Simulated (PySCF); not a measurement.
# Computed records: BGeH4O

All values are calculated (PySCF 2.14.0). Calculation on a computer-drawn molecule: the log of a Hartree-Fock and frozen-core CCSD(T) single point meant for a local Hartree-Fock minimum, with one planted fault or none, to be diagnosed. Offsets are logged minus clean, where the clean run is the same molecule without the fault. The reference is restricted for singlets and unrestricted otherwise, and also for a bond in bohr or an excited solution. Adding or removing an electron swaps singlet and doublet. The excited solution moves the top pair (singlet) or top alpha electron (doublet) to the lowest empty orbital. Highest occupied and lowest empty are orbital energies over both spins, largest force is the largest gradient component, triples share is (T) over the correlation energy, the T1 limit is 0.02 restricted and 0.045 unrestricted, electrons count all cores, a negative frequency is imaginary (commonest isotopes), and the dipole is about the centre of nuclear charge; on germanium a core potential holds 10 electrons, which the energies leave out, and 3d is frozen in MP2 and coupled-cluster steps.

BGeH4O

Logged structure:
```xyz
7
BGeH4O
B      1.0361     1.2061     0.9682
Ge     1.8448    -0.1588     2.3402
O      1.4064    -1.7788     2.0182
H     -0.0238     1.6655     1.2376
H      1.6846     1.4356     0.0019
H      2.7371     0.0148     3.5548
H      1.7014    -2.5045     2.5606
```

- meant charge: 1
- meant multiplicity: 1
- meant basis: cc-pVDZ
- meant basis and core potential on germanium: cc-pVDZ-PP ECP10MDF
- logged electrons: 48
- logged basis functions: 71
- logged SCF converged: yes
- logged spin squared: 0
- logged highest occupied: -17.847 eV
- logged lowest empty: -4.9082 eV
- logged largest force: 2.167e-05 hartree/bohr
- logged lowest frequency: 161.12 cm⁻¹
- logged T1 diagnostic: 0.018861
- logged D1 diagnostic: 0.065298
- logged triples share: 0.024394
- logged CC converged: yes
- logged dipole magnitude: 2.0743 debye
- logged SCF stable within its kind: yes
- logged energy HF: -394.97255 hartree
- logged energy CCSD(T): -395.35734 hartree
- possible faults: no fault, one electron removed, one electron added, multiplicity raised by two, geometry at a saddle point, SCF held on an excited solution, minimal basis STO-3G, one bond length entered in bohr, all coordinates scaled
- planted fault: no fault
- HF energy offset from clean run: 0 kcal/mol
- CCSD(T) energy offset from clean run: 0 kcal/mol

Drawn bonds:
| atom | other atom | order |
| --- | --- | --- |
| 1 | 2 | 1 |
| 2 | 3 | 1 |
| 1 | 4 | 1 |
| 1 | 5 | 1 |
| 2 | 6 | 1 |
| 3 | 7 | 1 |
